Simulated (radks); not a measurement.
Results of a calculation; reference values are marked as such.
Mg V, configuration [He] 2s2 2p3 3d1 (not the ground configuration). Code: a radial shooting solver on a logarithmic mesh with Libxc functionals. Model: scalar-relativistic Kohn-Sham, r2SCAN, spin-polarised, spherical densities, finite nucleus; open shells are filled with parallel spins first; meta-GGA in the generalised Kohn-Sham scheme; Fermi nuclear charge, rms radius 3.057 fm.

Unscreened Slater integrals over Kohn-Sham orbitals (eV). They are taken over the spin-up orbitals.

F0(3d,3d): 12.923
F2(3d,3d): 6.5384
F4(3d,3d): 4.1989
F0(3d,2p): 16.905
F2(3d,2p): 3.6493
G1(3d,2p): 2.7798
G3(3d,2p): 1.5786
F0(3d,2s): 16.860
G2(3d,2s): 2.3328
F0(3d,1s): 17.187
G2(3d,1s): 0.021836
F0(2p,2p): 43.482
F2(2p,2p): 20.377
F0(2p,2s): 41.093
G1(2p,2s): 24.391
F0(2p,1s): 60.213
G1(2p,1s): 8.8304
F0(2s,2s): 39.513
F0(2s,1s): 55.616
G0(2s,1s): 4.8432
F0(1s,1s): 196.26

Derived for the open shells (J is the average intra-shell exchange parameter used in DFT+U). 2p: J = F2/5 = 4.075 eV. 3d: Racah B = F2/49 - 5 F4/441 = 0.08583 eV, C = 35 F4/441 = 0.3332 eV, C/B = 3.88, F4/F2 = 0.642, J = (F2 + F4)/14 = 0.7669 eV.
